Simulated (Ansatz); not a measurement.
Program: Ansatz. Geometries: PBE0-D4/def2-TZVP. ΔE: electronic, gas phase. CBS: MP2 limit from def2 TZ/QZ plus the TZ coupled-cluster correction, frozen cores. DFT in def2-TZVPP. B3LYP here is the variant with VWN-RPA as its local correlation; programs differ in this. Each species was taken in one conformer, which may not be the lowest.

Consider the formal exchange of groups at the Si–S bond: `F[SiH2]S[SiH2]Cl` + `F[SiH](Cl)Cl` → `F[SiH2][Si](F)(Cl)Cl` + `S[SiH2]Cl`.

| level | ΔE (kJ/mol) | difference from CCSD(T)/CBS |
| --- | --- | --- |
| r2SCAN-D4 | 85.0 | -3.5 |
| PBE0-D4 | 79.4 | -9.1 |
| ωB97X-V | 83.0 | -5.5 |
| B2PLYP | 85.4 | -3.1 |
| PBE | 72.6 | -15.9 |
| PBE0 | 78.9 | -9.6 |
| B3LYP | 77.9 | -10.6 |
| HF/def2-TZVPP | 89.1 | 0.6 |
| CCSD/def2-TZVPP | 86.2 | -2.3 |
| HF/def2-QZVPP | 89.7 | 1.2 |
| CCSD(T)/CBS | 88.5 | 0 |

Largest T1 diagnostic among the species: 0.011.

From PBE to PBE0 (25 % exact exchange), in def2-TZVPP and without D4, ΔE moves by +6.3 kJ/mol.

CCSD(T)/CBS has its own doubt, a few kJ/mol and more with outer-core shells, so smaller differences from it don't rank the levels.
